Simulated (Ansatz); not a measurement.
Computed with Ansatz on PBE0-D4/def2-TZVP structures; ΔE is electronic, products minus reactants. CBS: MP2 limit from def2 TZ/QZ plus the TZ coupled-cluster correction, frozen cores. This one scheme is used for every species. DFT in def2-TZVPP. B3LYP here is the variant with VWN-RPA as its local correlation; programs differ in this. HSE06 is defined as in plane-wave codes. One conformer a species, not always the lowest.

`C[NH][Al]([CH3])[Cl]` + CH₄ → `[CH3][Al]([CH3])[Cl]` + CH₃NH₂  (formal exchange of groups at the Al–N bond)

`C[NH][Al]([CH3])[Cl]`:

Cartesian coordinates in Å:
```
C 1.470 -0.692 -0.994
N 1.039 -0.647 0.387
Al -0.413 0.080 1.069
C -1.766 1.000 0.031
Cl -0.609 -0.109 3.160
H 1.565 -1.719 -1.368
H 0.740 -0.186 -1.632
H 2.433 -0.191 -1.148
H 1.692 -1.107 1.004
H -2.742 0.523 0.160
H -1.536 1.014 -1.037
H -1.873 2.035 0.367
```

CH₄:

```xyz
5

C     0.000    0.000    0.000
H    -1.086   -0.072    0.060
H     0.423   -0.045    1.003
H     0.276    0.944   -0.469
H     0.387   -0.827   -0.594
```

`[CH3][Al]([CH3])[Cl]`:

```xyz
10

C    -0.180    0.909    1.494
Al    0.561   -0.211    0.091
C    -0.336   -0.704   -1.560
Cl    2.514   -0.971    0.364
H     0.515    1.057    2.323
H    -0.455    1.893    1.100
H    -1.099    0.468    1.896
H     0.241   -0.371   -2.428
H    -1.339   -0.278   -1.636
H    -0.422   -1.792   -1.644
```

CH₃NH₂:

Cartesian coordinates in Å:
```
C -0.056 -0.247 -0.509
N 0.328 0.167 0.830
H -0.886 0.318 -0.957
H -0.342 -1.302 -0.493
H 0.805 -0.160 -1.175
H -0.454 0.083 1.467
H 0.606 1.140 0.837
```

```json
{"level": "LDA (SPW92)", "ΔE (kJ/mol)": "96.1", "difference from CCSD(T)/CBS": "-3.2"}
{"level": "PBE-D4", "ΔE (kJ/mol)": "94.0", "difference from CCSD(T)/CBS": "-5.3"}
{"level": "revPBE-D4", "ΔE (kJ/mol)": "94.8", "difference from CCSD(T)/CBS": "-4.5"}
{"level": "BLYP-D4", "ΔE (kJ/mol)": "102.4", "difference from CCSD(T)/CBS": "3.1"}
{"level": "B97M-V", "ΔE (kJ/mol)": "100.1", "difference from CCSD(T)/CBS": "0.8"}
{"level": "PBE0-D4", "ΔE (kJ/mol)": "94.4", "difference from CCSD(T)/CBS": "-4.9"}
{"level": "B3LYP-D4", "ΔE (kJ/mol)": "102.2", "difference from CCSD(T)/CBS": "2.9"}
{"level": "r2SCANh-D4", "ΔE (kJ/mol)": "99.9", "difference from CCSD(T)/CBS": "0.6"}
{"level": "r2SCAN0-D4", "ΔE (kJ/mol)": "99.4", "difference from CCSD(T)/CBS": "0.1"}
{"level": "HSE06-D4", "ΔE (kJ/mol)": "94.2", "difference from CCSD(T)/CBS": "-5.1"}
{"level": "BHLYP-D4", "ΔE (kJ/mol)": "103.7", "difference from CCSD(T)/CBS": "4.4"}
{"level": "CAM-B3LYP-D4", "ΔE (kJ/mol)": "102.7", "difference from CCSD(T)/CBS": "3.4"}
{"level": "ωB97M-V", "ΔE (kJ/mol)": "96.8", "difference from CCSD(T)/CBS": "-2.5"}
{"level": "B2PLYP", "ΔE (kJ/mol)": "101.1", "difference from CCSD(T)/CBS": "1.8"}
{"level": "PBE-QIDH", "ΔE (kJ/mol)": "97.3", "difference from CCSD(T)/CBS": "-2.0"}
{"level": "PBE", "ΔE (kJ/mol)": "91.4", "difference from CCSD(T)/CBS": "-7.9"}
{"level": "revPBE", "ΔE (kJ/mol)": "88.8", "difference from CCSD(T)/CBS": "-10.5"}
{"level": "r2SCAN", "ΔE (kJ/mol)": "99.5", "difference from CCSD(T)/CBS": "0.2"}
{"level": "PBE0", "ΔE (kJ/mol)": "92.0", "difference from CCSD(T)/CBS": "-7.3"}
{"level": "B3LYP", "ΔE (kJ/mol)": "98.1", "difference from CCSD(T)/CBS": "-1.2"}
{"level": "r2SCANh", "ΔE (kJ/mol)": "99.0", "difference from CCSD(T)/CBS": "-0.3"}
{"level": "r2SCAN0", "ΔE (kJ/mol)": "98.3", "difference from CCSD(T)/CBS": "-1.0"}
{"level": "HSE06", "ΔE (kJ/mol)": "91.9", "difference from CCSD(T)/CBS": "-7.4"}
{"level": "BHLYP", "ΔE (kJ/mol)": "100.4", "difference from CCSD(T)/CBS": "1.1"}
{"level": "CAM-B3LYP", "ΔE (kJ/mol)": "100.2", "difference from CCSD(T)/CBS": "0.9"}
{"level": "LC-ωPBE", "ΔE (kJ/mol)": "94.3", "difference from CCSD(T)/CBS": "-5.0"}
{"level": "RPA@PBE/def2-TZVPP", "ΔE (kJ/mol)": "99.8", "difference from CCSD(T)/CBS": "0.5"}
{"level": "HF/def2-SVP", "ΔE (kJ/mol)": "103.4", "difference from CCSD(T)/CBS": "4.1"}
{"level": "MP2/def2-SVP", "ΔE (kJ/mol)": "109.6", "difference from CCSD(T)/CBS": "10.3"}
{"level": "CCSD(T)/def2-SVP", "ΔE (kJ/mol)": "107.6", "difference from CCSD(T)/CBS": "8.3"}
{"level": "HF/def2-TZVPP", "ΔE (kJ/mol)": "100.8", "difference from CCSD(T)/CBS": "1.5"}
{"level": "MP2/def2-TZVPP", "ΔE (kJ/mol)": "103.5", "difference from CCSD(T)/CBS": "4.2"}
{"level": "SCS-MP2/def2-TZVPP", "ΔE (kJ/mol)": "103.9", "difference from CCSD(T)/CBS": "4.6"}
{"level": "CCSD/def2-TZVPP", "ΔE (kJ/mol)": "100.5", "difference from CCSD(T)/CBS": "1.2"}
{"level": "CCSD(T)/def2-TZVPP", "ΔE (kJ/mol)": "100.8", "difference from CCSD(T)/CBS": "1.5"}
{"level": "HF/def2-QZVPP", "ΔE (kJ/mol)": "100.9", "difference from CCSD(T)/CBS": "1.6"}
{"level": "MP2/def2-QZVPP", "ΔE (kJ/mol)": "102.7", "difference from CCSD(T)/CBS": "3.4"}
{"level": "SCS-MP2/def2-QZVPP", "ΔE (kJ/mol)": "103.0", "difference from CCSD(T)/CBS": "3.7"}
{"level": "HF/CBS(def2)", "ΔE (kJ/mol)": "101.0", "difference from CCSD(T)/CBS": "1.7"}
{"level": "CCSD/CBS(def2)", "ΔE (kJ/mol)": "98.9", "difference from CCSD(T)/CBS": "-0.4"}
{"level": "CCSD(T)/CBS", "ΔE (kJ/mol)": "99.3", "difference from CCSD(T)/CBS": "0"}
```

Largest T1 diagnostic among the species: 0.010.

At CCSD(T), def2-SVP lies +8.3 kJ/mol from the extrapolated value and def2-TZVPP +1.5 kJ/mol. The D4 term adds +4.1 kJ/mol with B3LYP and +2.4 kJ/mol with PBE0; it sums over pairs of atoms, weighted by their polarisabilities, and B3LYP, whose exchange is more repulsive, gets the larger term.
